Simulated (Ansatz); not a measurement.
`[NH2][GaH][OH]` + CH₄ → `[CH3][GaH][NH2]` + H₂O at 298.15 K and 1 bar (formal exchange of groups at a Ga–O bond).

Computed with Ansatz on PBE0-D4/def2-TZVP structures; ΔE is electronic, products minus reactants. CBS: MP2 limit from def2 TZ/QZ plus the TZ coupled-cluster correction, frozen cores. This one scheme is used for every species. For Ga outer-core shells are correlated without core-valence functions, which leaves a few kJ/mol of doubt a bond. Scalar relativity is left out up to krypton. One conformer a species, not always the lowest.

```csv
species,CCSD(T)/CBS energy (Eh),H − E (kJ/mol),S (J/(mol·K))
`[NH2][GaH][OH]`,-2056.27372,136.6,305.5
CH₄,-40.46206,127.4,186.2
`[CH3][GaH][NH2]`,-2020.32995,196.7,320.7
H₂O,-76.37941,66.4,188.7
```

H − E and S are ideal-gas, rigid-rotor, harmonic terms from PBE0-D4/def2-TZVP, for one conformer and one mirror image of each species. 1 Eh = 2625.50 kJ/mol, R = 8.31446 J/(mol·K).

Problem. By hand: ΔE, ΔH, ΔS and ΔG.

Solution. ΔE = (-2020.32995) + (-76.37941) − (-2056.27372) − (-40.46206) = 0.02642 Eh = 69.4 kJ/mol. Δ(H − E) = 196.7 + 66.4 − 136.6 − 127.4 = -0.9, so ΔH = 68.5 kJ/mol. ΔS = 320.7 + 188.7 − 305.5 − 186.2 = 17.7 J/(mol·K). ΔG = 68.5 − 298.15 × (17.7)/1000 = 63.2 kJ/mol.

Problem. By hand: the equilibrium constant, and the temperature at which ΔG would vanish if ΔH and ΔS stayed fixed.

Solution. log₁₀ K = −ΔG/(RT ln 10) = -11.1. ΔG = 0 at ΔH/ΔS = 3870 K, far beyond where these terms or the molecules hold.

ΔH outweighs TΔS. A doubt of 5 kJ/mol in ΔE shifts log₁₀ K by 0.9 here. Other conformers and mirror images would add mixing entropy, several J/(mol·K) or more a flexible species. Modes under 60 cm⁻¹, often nearly free rotors, make the harmonic entropy too high. These are equilibria of isolated gas molecules and say nothing of rates. Largest T1 diagnostic: 0.014 (customary marks: 0.02 for closed shells, 0.045 for open ones).
